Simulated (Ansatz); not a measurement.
The same path of H2 + H4OSn (8 atoms, charge 0, multiplicity 1) was run twice with different band settings. Lost on the way: Sn1–O2, H7–H8. Made: Sn1–H7, O2–H8.

Level of theory: RKS PBE0/def2-SVP in Ansatz.

Relaxed end points:

```xyz
8
Properties=species:S:1:pos:R:3
Sn -0.334 0.473 -0.328
O 0.192 -0.207 1.475
H -0.569 -0.388 2.038
H 1.172 0.782 -1.066
H -1.270 1.898 -0.124
H -1.230 -0.742 -1.144
H 1.652 -2.797 2.457
H 1.354 -2.146 2.189
```

```xyz
8
Properties=species:S:1:pos:R:3
Sn 0.449 0.082 -0.364
O -0.544 -0.791 2.463
H -1.079 -1.556 2.225
H 1.020 0.483 -1.939
H 0.165 1.531 0.488
H -0.982 -0.836 -0.562
H 1.668 -0.860 0.384
H 0.269 -1.180 2.804
```

Common settings: movable images 9; climbing image yes; optimiser quadratic models (default); start path through a guess of the saddle point; force threshold 0.05 eV/Å; iteration limit 60; end points relaxed.

| run | spring |
| --- | --- |
| 1 | 5.0 eV/Å² |
| 2 | 0.5 eV/Å² |

Question: What does each run give, and how far can it be trusted?

Answer: Run 1: converged after 29 iterations, highest image 1.259 eV above the first end. A vibrational analysis at the climbing image gives one clearly imaginary mode, 1328i cm⁻¹: a first-order saddle point.
Run 2: converged after 26 iterations, highest image 1.259 eV above the first end. Neighbouring images differ by up to 1.3 eV, so the band resolves the path poorly. Another band between the same ends (9 images) ends at a top of the same energy, where a vibrational analysis finds 1 clearly imaginary mode.
The orbitals stay closed-shell, which can raise the energy where a bond breaks towards radicals; this wasn't checked here.
